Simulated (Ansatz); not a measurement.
Ag(NH3)Cl (AgNClH₃). Charge 0, multiplicity 1. Geometry PBE-D4/def2-TZVP.

```tsv
atom	x (Å)	y (Å)	z (Å)
Ag1	-0.8023	0.2446	-0.9190
N2	0.5875	-0.1791	0.6729
H3	1.5075	-0.4302	0.3041
H4	0.2622	-0.9572	1.2510
H5	0.7090	0.6317	1.2839
Cl6	-2.2639	0.6902	-2.5929
```

In the def2 sets Ag takes a core potential; there is no spin–orbit coupling. HSE06 is defined as in plane-wave codes, on full-range PBE exchange.

**Question.** Estimate the orbital energies around the gap (eV) in Ansatz with revPBE-D4/def2-TZVP, r2SCANh-D4/def2-TZVP, PBE0-D4/def2-SVP, PBE0-D4/def2-TZVPD, HSE06-D4/def2-TZVP.

**Answer.** 
```
orbital  revPBE-D4/def2-TZVP  r2SCANh-D4/def2-TZVP  PBE0-D4/def2-SVP  PBE0-D4/def2-TZVPD  HSE06-D4/def2-TZVP
HOMO−13               -59.80                -63.29            -63.87              -64.14              -63.65
HOMO−12               -23.69                -25.79            -26.08              -26.45              -26.01
HOMO−11               -17.72                -19.41            -19.86              -20.21              -19.70
HOMO−10               -13.73                -14.85            -15.42              -15.52              -15.08
 HOMO−9               -13.73                -14.85            -15.42              -15.52              -15.08
 HOMO−8               -10.58                -11.60            -12.20              -12.34              -11.90
 HOMO−7                -7.75                 -8.78             -9.49               -9.67               -9.20
 HOMO−6                -7.75                 -8.78             -9.49               -9.67               -9.20
 HOMO−5                -7.66                 -8.54             -9.11               -9.30               -8.82
 HOMO−4                -7.30                 -8.40             -9.11               -9.30               -8.82
 HOMO−3                -7.30                 -8.40             -8.98               -9.20               -8.74
 HOMO−2                -5.89                 -6.62             -7.00               -7.22               -6.75
 HOMO−1                -5.40                 -6.20             -6.50               -6.81               -6.33
   HOMO                -5.40                 -6.20             -6.50               -6.81               -6.33
   LUMO                -1.86                 -1.17             -0.86               -1.31               -1.49
 LUMO+1                -0.11                  0.47              0.61                0.35                0.14
 LUMO+2                -0.11                  0.47              0.61                0.35                0.14
 LUMO+3                 0.15                  0.96              1.31                0.58                0.63
 LUMO+4                 1.02                  2.14              2.61                1.51                1.55
 LUMO+5                 1.03                  2.14              2.61                1.51                1.55
```
